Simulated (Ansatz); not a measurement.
Coupled-cluster diagnostics for Na₄Li₂, Ansatz.

Geometry of the singlet (PBE/def2-SVP):

```xyz
6

Li   -0.007    0.005    0.003
Li   -1.996    2.085    0.159
Na    2.511   -1.165    1.361
Na    0.516    1.778    2.467
Na   -1.977   -0.251   -2.356
Na    0.953   -2.451   -1.634
```

Correlated methods freeze 4 core orbitals; core or outer-core shells of Li, Na are correlated, in sets that lack core-valence functions. The structure comes from a short search, and lower isomers may exist.

Task: Estimate the CCSD(T) correlation energy, the shares of MP2 and (T), T1 and the reference's ⟨S²⟩ for: charge 0, singlet, own geometry in def2-TZVPP; and the rough time on 4 threads of Arm Neoverse V2 on a shared host.

Result: 
| state | basis | correlation (eV) | MP2 share (%) | (T) share (%) | T1 | ⟨S²⟩ (pure) | wall time | remarks |
| --- | --- | --- | --- | --- | --- | --- | --- | --- |
| charge 0, singlet, own geometry | def2-TZVPP | -23.602 | 92.7 | 2.1 | 0.009 | 0.00 (0.00) | 56 s | restricted SCF unstable |
Customary marks for T1 are 0.02 (closed shells), 0.045 (open shells) and about 0.05 (3d metals). T1 stays under 0.02 throughout.
